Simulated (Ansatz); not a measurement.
```yaml
crystal:
  periodic: [false, false, false]
  atoms:
    - {symbol: C, position_ang: [0.902217, -1.135485, 2.000009]}
    - {symbol: C, position_ang: [1.078752, -0.151990, 0.956322]}
    - {symbol: C, position_ang: [0.265278, 0.009749, -0.296810]}
    - {symbol: In, position_ang: [-1.620240, -0.930124, -0.793550]}
    - {symbol: Si, position_ang: [0.389562, 1.407626, -1.572954]}
    - {symbol: S, position_ang: [-1.589907, 1.571368, -2.228561]}
    - {symbol: H, position_ang: [0.674803, -0.658303, 3.019027]}
    - {symbol: H, position_ang: [0.011135, -1.783456, 1.757047]}
    - {symbol: H, position_ang: [1.768681, -1.572734, 2.058926]}
    - {symbol: H, position_ang: [1.909363, 0.621464, 1.206345]}
    - {symbol: H, position_ang: [-1.518568, -2.155523, -2.079799]}
    - {symbol: H, position_ang: [-2.722128, -0.927150, 0.506137]}
    - {symbol: H, position_ang: [1.225297, 2.742115, -1.105752]}
    - {symbol: H, position_ang: [1.136251, 0.946384, -2.612820]}
    - {symbol: H, position_ang: [-1.991981, 2.196887, -1.015880]}
basis:
  gaussian: {orbitals: def2-mTZVP}
total_charge: -1
magnetization: {spin_polarized: true, initial_magnetization: 1}
hamiltonian: {xc: {name: B3LYP}, dispersion: d4}
output: {forces: true}
```

```sh
$ ansatz run in.yaml --threads 2 --pin off --events-out ev --progress --plain --max-ram 20480MiB --backend cpu
```

Output, abridged:

```
Functional definition: B3LYP
1667 factors; integrals over basis functions are off by at most 1.1e-3 eV
mean field evaluation 1: about -27133.3968 eV, gradient 4.8e1 eV
mean field evaluation 2: about -26991.5609 eV, gradient 1.3e2 eV
mean field evaluation 4: about -27144.6770 eV, gradient 1.5e1 eV
mean field evaluation 8: about -27146.0153 eV, gradient 1.4e0 eV
mean field evaluation 16: about -27146.1892 eV, gradient 2.2e-2 eV
mean field evaluation 32: about -27146.1892 eV, gradient 1.7e-4 eV
mean field -27146.18920493 eV, -997.6040529331 hartree, gradient 2.2e-6 eV, S^2 0.761668; 4 other end points of the search recorded, 0 dependent functions left out
reference -27146.18956404 eV, -997.6040661303 hartree; 40, 39 occupied and 124, 125 virtual orbitals, 1667 factors
Total energy: -27146.99021987 eV, -997.6334896892 hartree
Atom 0 at     0.902217    -1.135485     2.000009 Å, force    -5.996589     2.068464     0.880517 eV/Å
Atom 1 at     1.078752    -0.151990     0.956322 Å, force    -1.475296     3.526988    -4.573684 eV/Å
Atom 2 at     0.265278     0.009749    -0.296810 Å, force     2.710785     0.682533     3.623330 eV/Å
Atom 3 at    -1.620240    -0.930124    -0.793550 Å, force     0.179082    -1.065758    -0.085089 eV/Å
Atom 4 at     0.389562     1.407626    -1.572954 Å, force     1.839074     0.606591     4.330228 eV/Å
Atom 5 at    -1.589907     1.571368    -2.228561 Å, force    -1.783321     1.568851    -0.141009 eV/Å
Atom 6 at     0.674803    -0.658303     3.019027 Å, force     0.230713    -0.523516    -1.066092 eV/Å
Atom 7 at     0.011135    -1.783456     1.757047 Å, force     1.158663     0.142505     0.327392 eV/Å
Atom 8 at     1.768681    -1.572734     2.058926 Å, force     4.666173    -3.406544     0.926147 eV/Å
Atom 9 at     1.909363     0.621464     1.206345 Å, force    -1.218738    -1.073503    -0.695222 eV/Å
Atom 10 at    -1.518568    -2.155523    -2.079799 Å, force    -0.218913     0.201074     0.105413 eV/Å
Atom 11 at    -2.722128    -0.927150     0.506137 Å, force    -0.558310    -0.278624     0.496926 eV/Å
Atom 12 at     1.225297     2.742115    -1.105752 Å, force    -0.997312    -1.126468    -0.427844 eV/Å
Atom 13 at     1.136251     0.946384    -2.612820 Å, force     1.263948    -0.749963    -2.695124 eV/Å
Atom 14 at    -1.991981     2.196887    -1.015880 Å, force     0.200040    -0.572630    -1.005888 eV/Å
Dipole moment:     0.035137     0.284719     0.108724 e Å
```

Hardware: 2 threads of an AMD EPYC 7R13 on a shared host. Wall time 26 s, peak host memory 0.83 GiB.
